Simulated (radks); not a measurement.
Radial electron density D(r) = 4 pi r^2 rho(r) of an atom or ion with 6 electrons. Method: non-relativistic Kohn-Sham, LDA (Slater exchange, Perdew-Wang correlation), spin-unpolarised, spherical densities, point nucleus; computed with a radial shooting solver on a logarithmic mesh with Libxc functionals.

```
   r/bohr * D(r) (the largest magnitude, 62.6, reaches the edge; | marks zero)
 0.002254 |    *
 0.002481 |    *
 0.002731 |     *
 0.003006 |       *
 0.003309 |        *
 0.003642 |         *
 0.004009 |           *
 0.004413 |             *
 0.004858 |               *
 0.005348 |                  *
 0.005886 |                    *
 0.006479 |                       *
 0.007132 |                          *
 0.007851 |                              *
 0.008642 |                                 *
 0.009513 |                                     *
  0.01047 |                                        *
  0.01153 |                                            *
  0.01269 |                                               *
  0.01397 |                                                  *
  0.01537 |                                                    *
  0.01692 |                                                     *
  0.01863 |                                                      *
  0.02034 |                                                      *
  0.02239 |                                                     *
  0.02465 |                                                  *
  0.02713 |                                               *
  0.02986 |                                            *
  0.03287 |                                        *
  0.03618 |                                   *
  0.03983 |                                *
  0.04384 |                             *
  0.04826 |                           *
  0.05312 |                          *
  0.05848 |                          *
  0.06437 |                            *
  0.07085 |                             *
  0.07799 |                               *
  0.08585 |                                *
   0.0945 |                                *
    0.104 |                               *
   0.1145 |                            *
    0.126 |                        *
   0.1387 |                   *
   0.1527 |              *
   0.1681 |          *
   0.1851 |      *
   0.2037 |   *
   0.2242 | *
   0.2468 |*
   0.2717 *
   0.2991 *
   0.3292 *
   0.3624 *
   0.3989 *
```

What is the nuclear charge?

Answer. Z = 53. The innermost maximum, from 1s, lies near 1/Z = 0.0189 bohr (found: 0.0189), and its height grows with Z. The density is that of the iodine ion I47+ in [He] 2s2 2p2; the configuration itself is not fixed sharply by these data, and Z only to a few units. D(r) has 2 maxima, at r = 0.0189, 0.0901 bohr, and minima at 0.0540 bohr, inside which lie 2.24 electrons.
